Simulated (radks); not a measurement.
Question: The phosphorus anion P3-, [Ar], held by a Watson sphere: a shell of charge +3 at radius R that stands for the Madelung well of a crystal (potential energy -3/R inside, -3/r outside, in hartree with lengths in bohr). All-electron calculation, non-relativistic Kohn-Sham, LB94 model potential, spin-polarised, spherical densities, point nucleus. Program: a radial shooting solver on a logarithmic mesh with Libxc functionals. Response by self-consistent Sternheimer equations with the Hartree and adiabatic LDA kernel. The sphere does not respond.

R (bohr)  e(2p) (eV)  e(3s) (eV)  e(3p) (eV)  <r> 3p (bohr)  sum of <r^2> (bohr^2)  X-ray form factor at sin(theta)/lambda = 0.2 1/angstrom  alpha (bohr^3)
2.28         -134.80     -19.426     -11.499          2.374                  51.14                                                   10.648           35.57
2.36         -134.72     -19.102     -11.269          2.407                  52.41                                                   10.598           37.66
2.51         -134.59     -18.519     -10.840          2.467                  54.81                                                   10.514           41.94
2.68         -134.44     -17.900     -10.363          2.534                  57.53                                                   10.438           47.39
3.88         -133.10     -14.645      -7.481          2.961                  76.81                                                   10.261           109.8
4.53         -132.32     -13.497      -6.308          3.163                  87.52                                                   10.283           168.5

Estimate the row for R = 2.45 bohr.

Answer: e(2p) (eV) -134.64; e(3s) (eV) -18.748; e(3p) (eV) -11.010; <r> 3p (bohr) 2.443; sum of <r^2> (bohr^2) 53.85; X-ray form factor at sin(theta)/lambda = 0.2 1/angstrom 10.546; alpha (bohr^3) 40.17.
